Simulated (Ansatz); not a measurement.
SiO₄H₄ (the lowest singlet isomer of a short search). Charge 0, multiplicity 1. Geometry r2SCAN-D4/def2-SVP, basis def2-TZVP, Ansatz.

Cartesian coordinates in Å:
```
Si -0.1266 0.4084 0.5098
O 0.2479 2.0619 0.5317
O 0.5048 -1.4832 -0.0751
O -1.2823 0.1460 -0.6689
O 1.3893 1.0172 0.1743
H -0.5023 -0.1117 1.8301
H -1.6071 0.9764 -1.0417
H 1.4205 -1.4075 -0.3898
H -0.0443 -1.6076 -0.8705
```

| run | HOMO (eV) | LUMO (eV) |
| --- | --- | --- |
| A | -5.35 | -2.28 |
| B | -9.71 | 1.13 |
| C | -5.72 | -1.94 |
| D | -7.17 | -0.88 |
| E | -7.44 | -0.65 |
| F | -6.90 | -1.28 |

B3LYP takes the VWN-RPA correlation. The structure comes from a short search, and lower isomers may exist.

**Question.** The runs used B3LYP, PBE, PBE0, r2SCAN, r2SCAN0, ωB97M-V. Estimate which is which.

**Answer.** A PBE (0 % exact exchange); B ωB97M-V (range-separated); C r2SCAN (0 % exact exchange); D PBE0 (25 % exact exchange); E r2SCAN0 (25 % exact exchange); F B3LYP (20 % exact exchange). Exact exchange lowers occupied and raises empty levels; among semilocal functionals meta-GGAs tend to open the gap a little, and such runs are hard to tell apart. The gap grows from 3.07 eV (PBE) to 10.84 eV (ωB97M-V). The restricted singlet is unstable towards broken spin symmetry in Hartree–Fock (as tested in another run); at ωB97M-V/def2-TZVP, r2SCAN-D4/def2-TZVP, PBE0-D4/def2-TZVP, r2SCAN0-D4/def2-TZVP and others this wasn't settled.
